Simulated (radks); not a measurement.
Results of a calculation; reference values are marked as such.
Spherical quantum dot in the effective-mass picture: electrons in a hard-walled sphere of radius 10.9, with a point charge +2 (a donor) at the centre, all in effective atomic units (hartree* = m*/eps^2 hartree, bohr* = eps/m* bohr), one dielectric constant everywhere. Level of theory: non-relativistic Kohn-Sham, LDA (Slater exchange, Perdew-Wang correlation), spin-polarised, spherical densities (a radial shooting solver with Libxc functionals). Levels are named by radial order and angular momentum (1s, 1p, 1d, 2s, ...), and open shells are averaged over m. Results are scaled to m* = 0.058 and eps = 7.1, for which hartree* = 31.31 meV and bohr* = 6.478 nm.

N = 12, configuration 1s2 1p6 1d(up 2, down 0) 2s2. This is the lowest configuration that the search found (a dilute case). Occupied and some empty levels:

level    occupation  eigenvalue (meV)  <r> (nm)
1s down           1            23.417     6.254
1s up             1            23.418     6.256
2s up             1            34.545     50.26
2s down           1            34.845     50.13
1p up             3            35.116     50.92
1p down           3            35.420     50.82
1d up             2            36.221     52.03
1d down           0            36.531     51.98
1f up             0            37.774     53.03
1f down           0            38.088     53.01
1g up             0            39.740     53.94
1g down           0            40.056     53.94
2p up             0            42.177     36.11
2p down           0            42.322     35.91

Energy (meV): total 93.0755, kinetic 125.63, external -289.91, Hartree 328.99, exchange-correlation -71.633.
